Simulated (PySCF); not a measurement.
## Spinor energies of W³⁺ (tungsten, charge +3)

Start: [Xe] 4f14 5d2 6p1; 5d5/2 filled at m_j = +3/2, +5/2; 6p3/2 filled at m_j = +3/2. Calculated with PySCF 2.14 in x2c-TZVPall-2c with one added diffuse shell each of s, p, d type (12s12p11d2f, 117 functions): generalised Hartree-Fock with the X2C-1e Hamiltonian and a Gaussian nucleus; spin-orbit coupling (SO) screened by Boettger's factors. This is a chosen level, not necessarily the ground level.

| spinor shell | electrons | ε, screened SO (eV) | weight of nominal j (screened SO) | rms radius, screened SO (bohr) |
| --- | --- | --- | --- | --- |
| 1s1/2 | 2 | -69914.3 | 1.000 | 0.0208 |
| 2s1/2 | 2 | -12235.0 | 1.000 | 0.0838 |
| 2p1/2 | 2 | -11680.4 | 1.000 | 0.0713 |
| 2p3/2 | 4 | -10322.1 | 1.000 | 0.0787 |
| 3s1/2 | 2 | -2906.3 | 1.000 | 0.214 |
| 3p1/2 | 2 | -2659.7 | 1.000 | 0.206 |
| 3p3/2 | 4 | -2361.0 | 1.000 | 0.221 |
| 3d3/2 | 4 | -1950.5 | 1.000 | 0.195 |
| 3d5/2 | 6 | -1886.1 | 1.000 | 0.199 |
| 4s1/2 | 2 | -659.43 | 1.000 | 0.478 |
| 4p1/2 | 2 | -555.83 | 1.000 | 0.487 |
| 4p3/2 | 4 | -485.97 | 1.000 | 0.519 |
| 4d3/2 | 4 | -315.23 | 1.000 | 0.544 |
| 4d5/2 | 6 | -302.11 | 1.000 | 0.556 |
| 5s1/2 | 2 | -127.93 | 1.000 | 1.14 |
| 5p1/2 | 2 | -93.346 | 0.984 | 1.24 |
| 5p3/2 | 4 | -83.210 | 0.973 | 1.33 |
| 4f5/2 | 6 | -85.912 | 0.980 | 0.671 |
| 4f7/2 | 8 | -83.785 | 0.987 | 0.669 |
| 5d5/2 | 2 | -41.815 | 0.819 | 1.84 |
| 6p3/2 | 1 | -25.034 | 1.000 | 3.44 |

```tsv
quantity	screened SO
E (hartree)	-16147.41933
M_J	11/2
⟨J²⟩	35.757
⟨L²⟩	20.451
⟨S²⟩	3.772
```

Each row is a mean over spinors that exchange with the open shell spreads, by up to 6.578 eV (5p3/2).

Rows whose weight is well below 1 are mixtures of j = l ± 1/2: exchange outweighs spin-orbit coupling there, and the label is only the starting occupation.

Breit and QED terms are absent; they matter most for the inner s and p1/2 levels.

Densities and radii are taken from the X2C orbitals without a picture-change correction, which distorts them close to the nucleus.
